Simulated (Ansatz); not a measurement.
Species: Br4Si, SMILES `Br[Si](Br)(Br)Br` (charge 0, multiplicity 1), formula Br4Si.

### Question
How many basis functions does frozen-core CCSD(T)/cc-pVTZ // PBE0-D4/def2-TZVP (Ansatz, a quantum-chemistry and plane-wave program) use, how many core orbitals are frozen, and how many electrons are correlated?

### Answer
206 basis functions and 41 frozen orbitals, which leaves 72 correlated electrons (filled d shells below the valence shell are correlated). Core time is of the order of minutes.
